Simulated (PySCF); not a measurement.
**[BrH2]+ at several levels of theory**

All levels use the PBE0 minimum (singlet; Br–H 1.447 Å (×2); H–Br–H 92.5°), basis [Br def2-TZVP, H def2-TZVP], no relativity, density fitting, no spin–orbit coupling, PySCF. For vertical energies the ionised species is a doublet (spins chosen at PBE0 and kept) and the electron-attached one a doublet. Open shells are unrestricted, also as the reference of the correlated levels. Dipoles are about the centre of mass. A dash marks a value that was not computed or is not defined at that level.

```tsv
level	vertical IP (eV)	vertical EA (eV)	−ε(HOMO) (eV)	gap (eV)	dipole (D)
PBE0	20.50	5.64	17.32	9.16	2.04
CCSD(T)	20.43	5.27	–	–	–
HF	19.38	4.85	20.50	16.16	2.10
PBE	20.48	5.67	15.93	6.69	1.98
r2SCAN	20.53	5.69	16.27	7.33	2.05
B3LYP	20.57	5.70	17.04	8.56	1.99
TPSSh	20.51	5.67	16.61	7.92	2.00
MP2	20.44	5.21	–	–	–
B97-3	20.48	5.53	17.38	9.34	2.01
wB97X	20.48	5.42	19.76	13.98	2.03
```

For BrH₂⁺ itself CCSD(T) correlates 18 electrons; T1 = 0.006, D1 = 0.016, (T) = -22 kJ/mol.

Question: Which levels differ least and most from CCSD(T) in the vertical IP?

Answer: Least: MP2 (+0.01 eV); most: HF (-1.05 eV).
